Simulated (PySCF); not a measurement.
wavenumber (cm⁻¹), absorption (km/mol per cm⁻¹) and a bar:
```
        0      0.004 
       30      0.005 
       61      0.005 
       91      0.006 
      121      0.007 
      152      0.008 
      182      0.009 
      212      0.011 
      243      0.014 
      273      0.017 
      303      0.023 
      334      0.032 
      364      0.048 
      394      0.083 #
      425      0.180 ##
      455      0.563 ######
      485      1.143 ############
      516      0.344 ####
      546      0.131 #
      576      0.069 #
      606      0.044 
      637      0.032 
      667      0.026 
      697      0.023 
      728      0.022 
      758      0.021 
      788      0.023 
      819      0.025 
      849      0.029 
      879      0.036 
      910      0.046 
      940      0.065 #
      970      0.103 #
     1001      0.192 ##
     1031      0.477 #####
     1061      1.659 #################
     1092      1.160 ############
     1122      0.354 ####
     1152      0.161 ##
     1183      0.096 #
     1213      0.069 #
     1243      0.056 #
     1274      0.051 
     1304      0.051 
     1334      0.056 #
     1365      0.066 #
     1395      0.085 #
     1425      0.119 #
     1456      0.187 ##
     1486      0.344 ####
     1516      0.824 #########
     1547      2.869 ##############################
     1577      2.874 ##############################
     1607      0.824 #########
     1638      0.341 ####
     1668      0.183 ##
     1698      0.113 #
     1728      0.077 #
     1759      0.056 #
     1789      0.043
```

This is the computed harmonic infrared spectrum of singlet HZrN, Lorentzian lines of 45 cm⁻¹ full width. Computed with PBE0/[Zr def2-SVP with ECP28, N def2-SVP, H def2-SVP], scalar-relativistic core potentials, density fitting, no spin–orbit coupling, PySCF.

Question: Which bands make it up, and how are they assigned?

Answer: In Cs symmetry, counting bands above 1 % of the strongest: 479 cm⁻¹ (a', bend, 86 km/mol); 1072 cm⁻¹ (a', stretch, 143 km/mol); 1562 cm⁻¹ (a', stretch, 295 km/mol).

Stability towards spin polarisation was not tested. Other isomers or separated fragments may lie lower.
